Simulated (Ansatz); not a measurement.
One change: `CCCC(C(C)=O)C(C)=O` becomes `CC(=O)C(C)C(C)=O`.

Ansatz, PBE0-D4/def2-TZVP geometries, multiplicity 1. Each molecule was computed in one conformer, which needn't be the lowest.

```tsv
property	`CCCC(C(C)=O)C(C)=O`
LUMO energy (PBE0/def2-TZVPP) / eV	-1.29
size of the dipole moment (ωB97M-V/def2-TZVPP) / D	1.51
HOMO energy (PBE/def2-TZVPP) / eV	-5.67
HOMO–LUMO gap (ωB97M-V/def2-TZVPP) / eV	10.54
size of the dipole moment (PBE/def2-TZVPP) / D	1.43
LUMO energy (ωB97M-V/def2-TZVPP) / eV	0.95
```

Q: What does the change do to each property? (Best estimate.)

A: Computed: 
```tsv
property	`CC(=O)C(C)C(C)=O`	shift
LUMO energy (PBE0/def2-TZVPP) / eV	-1.28	0.01
size of the dipole moment (ωB97M-V/def2-TZVPP) / D	1.49	-0.02
HOMO energy (PBE/def2-TZVPP) / eV	-5.72	-0.05
HOMO–LUMO gap (ωB97M-V/def2-TZVPP) / eV	10.60	0.06
size of the dipole moment (PBE/def2-TZVPP) / D	1.40	-0.03
LUMO energy (ωB97M-V/def2-TZVPP) / eV	0.97	0.02
```

Dipoles are sizes alone; their direction can turn.
